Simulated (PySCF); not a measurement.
**What settings do to a single point of Bi(CH3)2I**

The sound run of Bi(CH3)2I (singlet) uses PySCF 2.14.0, RKS BP86, Bi def2-SVP with ECP60, C def2-SVP, H def2-SVP, I def2-SVP with ECP28; non-relativistic Hamiltonian with scalar-relativistic core potentials where named; density fitting; no spin-orbit coupling, grid (50, 194), threshold 1e-8 Eh and 55 cycles, at the relaxed geometry:

```xyz
10

Bi    0.4276    0.7405    0.8293
C     2.3887    0.7897   -0.3817
H     2.1494    0.8701   -1.4584
H     2.9762    1.6707   -0.0513
H     2.9567   -0.1397   -0.1836
C    -0.5101    2.4636   -0.3817
H    -0.3207    2.2965   -1.4584
H    -1.5989    2.4910   -0.1835
H    -0.0406    3.4128   -0.0512
I    -0.7956   -1.3778   -0.6801
```

There Bi1 has a Mulliken charge of 0.47 e and the dipole about the centre of mass is 3.39 D. Each run below changes one thing and starts from free metal ions and neutral atoms unless it says otherwise; with 55 cycles, smearing, a level shift and second-order steps follow where DIIS fails, and their cycles count. Energy shifts count from the sound run.

```json
{"change": "threshold 0.001", "outcome": "converged", "cycles": "7", "energy shift (eV)": "0.0014", "largest force component (eV/Å)": "0.05", "charge on Bi1 (e)": "0.47", "dipole about the centre of mass (D)": "3.60"}
{"change": "cycle limit 3", "outcome": "not converged", "cycles": "3", "energy shift (eV)": "–", "largest force component (eV/Å)": "–", "charge on Bi1 (e)": "–", "dipole about the centre of mass (D)": "–"}
{"change": "all coordinates × 1.12", "outcome": "converged", "cycles": "14", "energy shift (eV)": "2.22", "largest force component (eV/Å)": "2.94", "charge on Bi1 (e)": "0.53", "dipole about the centre of mass (D)": "4.20"}
{"change": "start from the bare core Hamiltonian, limit 87 cycles", "outcome": "converged", "cycles": "17", "energy shift (eV)": "0.0000", "largest force component (eV/Å)": "0.02", "charge on Bi1 (e)": "0.47", "dipole about the centre of mass (D)": "3.39"}
```

**Question.** How does the run with this change end: grid (30, 86)?

**Answer.** outcome converged, cycles 12, energy shift (eV) 0.0684, largest force component (eV/Å) 0.27, charge on Bi1 (e) 0.47, dipole about the centre of mass (D) 3.40.

Forces carry noise of the integration grid, about 0.01 to 0.03 eV/Å.
